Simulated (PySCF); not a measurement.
# Two-photon absorption: SMILES FC1=C[C@H]2C=C[C@@H]1C=C2, C8H7F

Molfile (atoms numbered from 1):
```
C8H7F
     RDKit          3D

 16 17  0  0  0  0  0  0  0  0999 V2000
    0.1569   -1.7312    2.3509 F   0  0  0  0  0  0  0  0  0  0  0  0
    0.0661   -0.8455    1.3665 C   0  0  0  0  0  0  0  0  0  0  0  0
   -0.6466    0.2751    1.3655 C   0  0  0  0  0  0  0  0  0  0  0  0
   -0.4794    1.0207    0.0391 C   0  0  2  0  0  0  0  0  0  0  0  0
   -0.8799    0.0375   -1.0689 C   0  0  0  0  0  0  0  0  0  0  0  0
   -0.1823   -1.0952   -1.0363 C   0  0  0  0  0  0  0  0  0  0  0  0
    0.8529   -1.1183    0.0951 C   0  0  1  0  0  0  0  0  0  0  0  0
    1.7323    0.1214   -0.1109 C   0  0  0  0  0  0  0  0  0  0  0  0
    1.0268    1.2490   -0.1471 C   0  0  0  0  0  0  0  0  0  0  0  0
   -1.2706    0.6390    2.1801 H   0  0  0  0  0  0  0  0  0  0  0  0
   -1.0578    1.9513    0.0124 H   0  0  0  0  0  0  0  0  0  0  0  0
   -1.6586    0.2816   -1.7930 H   0  0  0  0  0  0  0  0  0  0  0  0
   -0.2922   -1.9360   -1.7223 H   0  0  0  0  0  0  0  0  0  0  0  0
    1.4156   -2.0564    0.1637 H   0  0  0  0  0  0  0  0  0  0  0  0
    2.8143    0.0379   -0.2200 H   0  0  0  0  0  0  0  0  0  0  0  0
    1.4373    2.2489   -0.2955 H   0  0  0  0  0  0  0  0  0  0  0  0
  1  2  1  0
  2  3  2  0
  3  4  1  0
  4  5  1  0
  5  6  2  0
  6  7  1  0
  7  8  1  0
  8  9  2  0
  7  2  1  0
  9  4  1  0
  3 10  1  0
  4 11  1  1
  5 12  1  0
  6 13  1  0
  7 14  1  1
  8 15  1  0
  9 16  1  0
M  END
```

Method: TDDFT CAM-B3LYP/aug-cc-pVDZ excited states, vertical, gas phase (PySCF). Geometry: PBE0-D3(BJ)/def2-SVP.

(1) Give the one- and two-photon strengths of the lowest singlets.

Results:

(1) δ for parallel linear polarisation; σ at the peak of a Lorentzian of half width 0.1 eV, single beam; Ω is circular over linear.
```csv
state,E (eV),f,photon λ (nm),δ (au),σ (GM),Ω,main
S1,4.85,0.000,512,0.17,0.00,1.50,"HOMO→LUMO+1 0.75, HOMO→LUMO+2 0.10"
S2,5.15,0.000,481,10.3,0.10,0.04,"HOMO→LUMO+4 0.61, HOMO→LUMO+3 0.23"
S3,5.49,0.000,452,9.13,0.10,1.50,HOMO→LUMO 0.87
S4,5.95,0.002,417,7.39,0.10,1.50,"HOMO→LUMO+2 0.40, HOMO−1→LUMO+1 0.38"
S5,6.05,0.000,410,5.37,0.07,1.50,"HOMO→LUMO+2 0.37, HOMO−1→LUMO+1 0.27"
S6,6.08,0.014,408,89.4,1.21,1.50,"HOMO→LUMO+3 0.62, HOMO→LUMO+4 0.23"
```

Among these, the strongest one-photon state is S6, the strongest two-photon state S6, with a dipole change of 6.0 D (relaxed, norm of the difference vector).
